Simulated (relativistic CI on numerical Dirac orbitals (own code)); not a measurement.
Crystal-field levels of Pd⁺, 4d9

Calculated by Dirac-Coulomb-Breit CI, KLI orbitals optimised for each configuration, QED by a radiative potential, valence Slater integrals scaled by 0.9, one configuration in a parametric crystal field (own radial code).

Field parameters in Wybourne normalisation: D3d B²₀ = −7Dσ, B⁴₀ = −14Dq − 21Dτ, B⁴₃ = −14√(10/7) Dq; D4h B²₀ = −7Ds, B⁴₀ = 21(Dq − Dt), B⁴₄ = 21√(5/14) Dq. The field is a parameter set, without covalency.

S and J are read from ⟨S²⟩ = S(S + 1) and ⟨J²⟩ = J(J + 1) of each level; they are not fictitious spins.

D3d, 10Dq = 15000, Dσ = 410, Dτ = 270 cm⁻¹, the lowest 5 levels:

| E (cm⁻¹) | Degeneracy | Irrep | S | J |
| --- | --- | --- | --- | --- |
| 0.0 | 2 | Γ5+Γ6 | 0.50 | 2.24 |
| 31.4 | 2 | Γ4 | 0.50 | 2.23 |
| 14337 | 2 | Γ4 | 0.50 | 2.42 |
| 16065 | 2 | Γ5+Γ6 | 0.50 | 1.85 |
| 18601 | 2 | Γ4 | 0.50 | 1.95 |

Principal g values of the ground doublet: 0.00, 0.00, 2.38.

D4h, 10Dq = 7800, Ds = -1470, Dt = -390 cm⁻¹, the lowest 5 levels:

| E (cm⁻¹) | Degeneracy | Irrep | S | J |
| --- | --- | --- | --- | --- |
| 0.0 | 2 | Γ6 | 0.50 | 2.25 |
| 7673 | 2 | Γ7 | 0.50 | 2.32 |
| 12486 | 2 | Γ7 | 0.50 | 2.43 |
| 14226 | 2 | Γ6 | 0.50 | 1.83 |
| 16377 | 2 | Γ7 | 0.50 | 1.84 |

Principal g values of the ground doublet: 1.98, 2.54, 2.54.

The free-ion ground term has S = 1/2. Every field shown keeps that spin.

Levels of this model without a field, named by their leading LS term: 2D_5/2 0, 2D_3/2 3356 cm⁻¹.
